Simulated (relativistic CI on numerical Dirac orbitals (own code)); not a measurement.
**Hyperfine structure of Tm⁶¹⁺, mass number 169**

Method of calculation: Dirac-Coulomb-Breit CI, separate exchange-only KLI orbitals for each configuration, model QED, unscaled Slater integrals (own radial code, finite nucleus).

Configurations in the expansion (outside the closed core 1s2): 2s²2p⁴, 2s2p⁵, 2p⁶, 2p⁵3s, 2p⁵3p, 2s²2p³3s, 2p⁵3d, 2s²2p³3p, 2s²2p³3d, 2s2p⁴3s, 2s2p⁴3p, 2s2p⁴3d, 2s²2p³4s, 2s²2p³4p, 2s²2p³4d, 2s²2p³4f. Levels of other configurations are missing.

Nuclear spin I = 1/2, μ = -0.231 μN (tables of Stone and Pyykkö). The electronic factors are computed for point nuclear moments, without core polarisation or the Bohr-Weisskopf and QED corrections.

```csv
Level,E (eV),A (GHz)
2s²2p⁴ ³P2,0.00,-303.5
2s²2p⁴ ³P1,1014.58,242.7
2s²2p⁴ ¹D2,1033.35,-857.6
2s2p⁵ ³P°2,1382.01,-2186
2s2p⁵ ¹P°1,1458.80,1567
2s2p⁵ ³P°1,2444.47,-5156
```

Levels with J = 0, under 50 % of one LS term, or S terms without an open s electron are left out. Small factors come from cancelling terms and can be off by tens of per cent or more.

At this charge energies of transitions that change n are usually good to better than 1 %, and those within a shell (Δn = 0) to a few per cent.

Give the hyperfine levels of 2s²2p⁴ ³P2 relative to its centre of gravity.

With K = F(F + 1) − I(I + 1) − J(J + 1), E = AK/2: F = 3/2: 455.3, F = 5/2: -303.5 GHz.

LS names give the leading component of a level, which can be under half, so a name can repeat, a term be missing and a line seem to break the LS rules.
